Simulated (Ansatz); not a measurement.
## Ag⁺ ··· C2H6

The pair of Ag⁺ (SMILES [Ag+], atom 1) and C2H6 (SMILES CC, atoms 2–9), both closed shells, in one local arrangement (a lower one may exist), relaxed at PBE0-D4/def2-TZVP:

Ag1  (-1.056, 0.675, -2.390)
C2  (-0.447, 0.299, -0.010)
C3  (0.719, -0.474, 0.587)
H4  (-1.102, -0.413, -0.568)
H5  (-1.106, 0.752, 0.732)
H6  (-0.043, 1.165, -0.590)
H7  (1.331, 0.188, 1.200)
H8  (1.357, -0.912, -0.181)
H9  (0.347, -1.280, 1.220)
(Å)

Program: Ansatz 0.2.0. Basis: def2-TZVPPD, with def2-QZVPPD for the basis limit. Cores are frozen in the correlated methods. Filled d shells of the heavier atoms are correlated. Core potentials replace the inner electrons of the atoms past krypton. B3LYP uses VWN-RPA correlation. Extrapolation: Hartree–Fock as exp(−7.88 √X), correlation as X^−2.97. Interaction energies count from these two fragments, frozen as in the pair, with the counterpoise correction; negative means bound.

**Question.** What is the interaction energy by CCSD(T) at an estimated basis limit (MP2 extrapolated from triple and quadruple zeta, plus CCSD(T) − MP2 in triple zeta)? (An estimate is asked for; the value comes from the calculation.)

**Answer.** By the calculation: -19.57 kcal/mol. Hartree–Fock alone gives -7.36 kcal/mol at the basis limit. It counts from the two fragments frozen as in the pair.

The same quantity by other methods in triple zeta, and each one's difference from that estimate:
```json
{"method": "PBE-D4", "E_int (kcal/mol)": "-25.08", "difference": "-5.51"}
{"method": "revPBE-D4", "E_int (kcal/mol)": "-21.67", "difference": "-2.10"}
{"method": "BLYP-D4", "E_int (kcal/mol)": "-23.46", "difference": "-3.89"}
{"method": "r2SCAN-D4", "E_int (kcal/mol)": "-24.77", "difference": "-5.19"}
{"method": "B97M-V", "E_int (kcal/mol)": "-22.22", "difference": "-2.65"}
{"method": "PBE0-D4", "E_int (kcal/mol)": "-21.32", "difference": "-1.74"}
{"method": "B3LYP-D4", "E_int (kcal/mol)": "-21.05", "difference": "-1.48"}
{"method": "HSE06-D4", "E_int (kcal/mol)": "-21.29", "difference": "-1.72"}
{"method": "wB97X-V", "E_int (kcal/mol)": "-18.97", "difference": "0.60"}
{"method": "wB97M-V", "E_int (kcal/mol)": "-19.12", "difference": "0.45"}
{"method": "B2PLYP", "E_int (kcal/mol)": "-18.66", "difference": "0.91"}
{"method": "HF", "E_int (kcal/mol)": "-7.16", "difference": "12.42"}
{"method": "MP2", "E_int (kcal/mol)": "-18.25", "difference": "1.32"}
{"method": "CCSD", "E_int (kcal/mol)": "-15.58", "difference": "3.99"}
{"method": "CCSD(T)", "E_int (kcal/mol)": "-17.00", "difference": "2.57"}
```
Differences are method less estimate.

Energy to bend the free fragments (PBE0-D4 minima) into their shapes in the pair, CCSD(T)/def2-TZVPPD: C2H6 2.20 kcal/mol. This must be added to the interaction energy to get the binding energy from relaxed fragments.

Basis-set superposition shift (counterpoise-corrected less uncorrected): CCSD(T) 2.43; MP2 2.29; HF 0.08; PBE0-D4 0.08; wB97M-V 0.09 kcal/mol.

T1 diagnostic: at most 0.011.

For scale, one of the runs: CCSD(T)/def2-TZVPPD, 232 basis functions, launched by `ansatz run in.yaml --threads 4 --pin off --events-out ev --progress --plain --max-ram 9574MiB`. Hardware: 4 CPU threads of an Arm Neoverse V1, shared host. Wall time 2.5 min; peak host memory 4.7 GiB.
